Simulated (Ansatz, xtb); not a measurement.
Isomers of C6H6N2 in order of energy

3 gas-phase structures of C6H6N2, from a drawn sample of its isomers (lower ones may exist). Each was relaxed with GFN2-xTB:

A. `C#CC1=CNC(=C)N1`, a singlet
B. `C#Cc1cnc(C)[nH]1`, a singlet
C. `C#Cc1c[nH]c(C)n1`, a singlet

Problem. Estimate their order in r2SCAN-D4/def2-SVP//GFN2-xTB energy at these geometries, lowest first.

Solution. Calculated order at r2SCAN-D4/def2-SVP//GFN2-xTB: B (0.000), C (0.086), A (1.147) eV.

Energies above the lowest of each column, in eV; the last columns are at r2SCAN-D4/def2-SVP geometries:

```csv
structure,GFN2-xTB,HF/STO-3G,r2SCAN-D4/def2-SVP//GFN2-xTB,r2SCAN-D4/def2-SVP,CCSD(T)/def2-SVP + ΔMP2/def2-TZVPP
B,0.000,0.000,0.000,0.000,0.000
C,0.090,0.017,0.086,0.090,0.036
A,0.990,1.767,1.147,1.132,1.284
```

Every level run on B puts it lowest or level with the lowest. ΔMP2 is the change of the MP2 energy from the smaller to the larger basis.

Programs: Ansatz 0.2.0, xtb 6.7.1.
